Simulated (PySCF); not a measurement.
A species of formula C3H7FOSi has this rotational fingerprint, computed with PBE0/pcSseg-1 in PySCF (dipole) on a GFN2-xTB geometry, gas phase:

| Property | Result |
| --- | --- |
| Rotational constants | A = 4309, B = 2278, C = 1702 MHz |
| Dipole components | \|μa\| = 0.47 D, \|μb\| = 0.62 D, \|μc\| = 1.50 D |
| Inertial defect | -42.27 u·Å² |
| κ | -0.56 |

Question: Which structure is it? (One computed conformer of each.)
A. `[OH:1][SiH2:2]/[CH:3]=[CH:4]/[CH2:5][F:6]` with H–O1–Si2–C3 60°, O1–Si2–C3–C4 9°, C3–C4–C5–F6 1°
B. `[CH3:1][O:2][C@@H:3]1[SiH2:4][C@@H:5]1[F:6]` with C1–O2–C3–Si4 152°
C. `[OH:1][SiH2:2]/[CH:3]=[CH:4]\[CH2:5][F:6]` with H–O1–Si2–C3 66°, O1–Si2–C3–C4 -55°, C3–C4–C5–F6 -5°

Answer: B. It is CO[C@@H]1[SiH2][C@@H]1F, an asymmetric top, point group C1. The candidates at the same level (rigid rotor, commonest isotopes):

```csv
SMILES,A (MHz),B (MHz),C (MHz),μa (D),μb (D),μc (D),Δ (u·Å²),point group,rotor
CO[C@@H]1[SiH2][C@@H]1F,4309,2278,1702,0.47,0.62,1.50,-42.27,C1,asymmetric top
O[SiH2]/C=C/CF,8466,1119,1011,0.43,1.89,1.00,-11.09,–,near-prolate asymmetric top
O[SiH2]/C=C\CF,4302,2167,1610,3.13,0.69,0.16,-36.75,C1,asymmetric top
```

`O[SiH2]/C=C\CF` has C 5 % too low; `O[SiH2]/C=C/CF` has A 96 % too high. No structure here is proved a minimum.
